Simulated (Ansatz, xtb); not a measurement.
# Two isomers of C3H8BFO

We compare a, `CCB(F)OC`, a singlet, with b, `CCCOBF`, a singlet. Both are isolated molecules in the gas phase, relaxed with B3LYP-D3(BJ)/def2-SVP; each stands in its lowest conformer found.

Q: Estimate E(b) − E(a) at the level CCSD(T)/def2-SVP + ΔMP2/def2-TZVPP.

A: Calculated at CCSD(T)/def2-SVP + ΔMP2/def2-TZVPP: E(b) − E(a) = +6.1 kcal/mol, so structure a lies lower.

Level by level:

| level | geometry | E(b) − E(a) (kcal/mol) | departure from the last row (kcal/mol) | job, with rough time for the two |
| --- | --- | --- | --- | --- |
| GFN2-xTB | GFN2-xTB | −9.1 | −15.2 | optimisation, 0.53 s |
| HF/STO-3G | GFN2-xTB | +5.6 | −0.5 | single point, 0.55 s |
| r2SCAN-D4/def2-SVP | GFN2-xTB | +7.5 | +1.4 | single point, 3.1 s |
| B3LYP-D3(BJ)/def2-SVP | B3LYP-D3(BJ)/def2-SVP | +6.3 | +0.2 | optimisation, 98 s |
| HF/def2-SVP | B3LYP-D3(BJ)/def2-SVP | +7.5 | +1.4 | part of the CCSD(T) run |
| MP2/def2-SVP | B3LYP-D3(BJ)/def2-SVP | +5.6 | −0.5 | part of the CCSD(T) run |
| CCSD(T)/def2-SVP | B3LYP-D3(BJ)/def2-SVP | +5.6 | −0.5 | single point |
| CCSD(T)/def2-SVP + ΔMP2/def2-TZVPP | B3LYP-D3(BJ)/def2-SVP | +6.1 |  | single point, 67 s |

As drawn, b has 1 C–C, 1 B–H in place of 1 C–B, 1 C–H.

GFN2-xTB puts the two in the other order. The largest departure from CCSD(T)/def2-SVP + ΔMP2/def2-TZVPP is that of GFN2-xTB, 15.2 kcal/mol. The last row adds to CCSD(T) the change of the MP2 difference between the two basis sets, here +0.5 kcal/mol.

With thermal terms from frequencies at re-optimised GFN2-xTB minima (ideal gas, soft modes damped towards free rotors, one conformer each, 298.15 K, 1 atm): the zero-point term adds +0.2 kcal/mol; ΔH is +5.8 and ΔG +6.9 kcal/mol.

The correlated steps freeze 6 core orbitals. Codes used: Ansatz 0.2.0, xtb 6.7.1; the last row on 2 threads of Intel(R) Xeon(R) Processor @ 2.70GHz on a shared host.
